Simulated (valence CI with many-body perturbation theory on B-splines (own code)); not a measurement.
## Which ion has this spectrum?

A relativistic CI+MBPT calculation for an atom or ion with 15 electrons gives these levels (cm⁻¹):

```csv
J,Parity,E,g
3/2,odd,0,1.74
3/2,odd,78301,1.14
5/2,odd,107230,1.20
1/2,odd,153343,0.66
3/2,odd,216935,1.24
5/2,even,514175,1.57
3/2,even,565406,1.64
1/2,even,577724,2.58
3/2,even,639655,0.96
5/2,even,664694,1.23
3/2,even,714332,0.92
3/2,even,728595,0.85
1/2,even,728851,1.20
5/2,even,743151,1.12
```

The energies are calculated, with errors of perhaps 400 cm⁻¹, more in some levels.

(1) Which is it?
A. Se19+
B. Kr21+
C. Sr23+
D. Br20+

## Answers

(1) B. Kr21+, ground level 3s2 3p3 4S°_3/2.
